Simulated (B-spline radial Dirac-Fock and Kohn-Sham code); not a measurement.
# Neutral helium: differential elastic cross section for positrons at 325 eV

The computed values come from a radial finite-basis atomic code: relativistic (Dirac) partial waves in the static field of the Dirac-Fock atom, without polarisation or absorption potentials.

```
θ (°)  dσ/dΩ (Å²/sr)
    0          0.149
   10          0.117
   20         0.0647
   30         0.0312
   40         0.0152
   50        0.00798
   60        0.00456
   70        0.00282
   80        0.00187
   90        0.00132
  100       0.000984
  110       0.000766
  120       0.000621
  130       0.000523
  140       0.000456
  150       0.000410
  160       0.000381
  170       0.000365
  180       0.000360
```

The total elastic cross section is 0.0979 Å², the first transport cross section 0.0215 Å² and the second, weighted with (3/2) sin²θ, 0.0420 Å². The mean deflection is ⟨1 − cos θ⟩ = 0.220, and 4.4 % of the collisions scatter beyond 90°.
